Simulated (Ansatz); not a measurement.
Ansatz (a quantum-chemistry and plane-wave program) input (B3LYP/6-31G* with LANL2DZ past Ar): The .json file joins the Basis Set Exchange's 6-31G* for atoms up to Ar and LANL2DZ past it.

Ansatz 0.2 input:
```yaml
crystal:
  periodic: [false, false, false]
  atoms:
    - {symbol: Se, position_ang: [-0.00001182, 0.05762557, 0.00169855]}
    - {symbol: H, position_ang: [-1.06697200, -0.97993617, -0.02607717]}
    - {symbol: H, position_ang: [1.06737402, -0.97933327, -0.03167343]}
basis:
  gaussian:
    orbitals: 6-31Gs+LANL2DZ.json
hamiltonian:
  xc: {name: B3LYP}
total_charge: 1
magnetization: {spin_polarized: true, initial_magnetization: 1}
output: {forces: true}
```

Output:

```
WARN ansatz: RAYON_NUM_THREADS=1 ignored (pool sized by the plan → 1); use --threads N
Functional definition: B3LYP
integrals: 0.00 GiB planned
194 factors; integrals over basis functions are off by at most 3.6e-4 eV
mean field: 0.05 GiB planned
mean field evaluation 1: about -272.9681 eV, gradient 5.6e0 eV
mean field evaluation 2: about -273.1161 eV, gradient 3.8e0 eV
mean field evaluation 4: about -273.2432 eV, gradient 2.8e-1 eV
mean field evaluation 8: about -273.2253 eV, gradient 1.3e-3 eV
mean field -273.22525251 eV, -10.0408428309 hartree, gradient 1.0e-5 eV, S^2 0.752123; 0 other end points of the search recorded, 0 dependent functions left out
the calculation of the forces begins
reference -273.22540207 eV, -10.0408483272 hartree; 4, 3 occupied and 8, 9 virtual orbitals, 194 factors
Total energy: -273.22540207 eV, -10.0408483272 hartree
Atom 0 at    -0.000012     0.057626     0.001699 Å, force    -0.000067     0.326896     0.009635 eV/Å
Atom 1 at    -1.066972    -0.979936    -0.026077 Å, force    -0.321835    -0.163539    -0.003974 eV/Å
Atom 2 at     1.067374    -0.979333    -0.031673 Å, force     0.321902    -0.163357    -0.005662 eV/Å
Dipole moment:     0.000081    -0.394380    -0.011625 e Å
```

The dipole moment of an ion depends on the origin.
